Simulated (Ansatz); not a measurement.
Be2Br2⁺, relaxed as a doublet with UKS PBE-D4/def2-TZVP in Ansatz, starting from the GFN2-xTB geometry. Force threshold 0.02 eV/Å.

The structure comes from a short search, and lower isomers may exist.

Start:

```xyz
4

Be   -0.385   -0.950    0.265
Be    1.107    2.706   -0.730
Br   -1.092   -2.664    0.686
Br    0.370    0.908   -0.221
```

Problem. Estimate the energy that the relaxation releases and the steps that it takes.

Solution. 10.8 kcal/mol, in 14 steps; 52 s on 4 threads of Intel Xeon on a shared host. The force fell under the threshold at step 13, but the optimiser went on. No frequencies were taken in this run, so the end may be a saddle point.

Problem. Does the start keep its bonding and symmetry?

Solution. By distances, no bond broke or formed. The bond that changes most is Be2–Br4, from 2.01 to 2.18 Å (atoms count from 1). Point group C∞v at the start, Cs at the end, both within 0.05 Å.

Problem. Predict the relaxed structure.

Solution. 
```xyz
4

Be   -0.295   -0.672    0.483
Be    0.797    1.819   -1.289
Br   -0.944   -2.406    0.022
Br    0.442    1.259    0.785
```
Bond lengths (bridged metal pairs left out): 3 × Be–Br 1.91 to 2.18 Å.
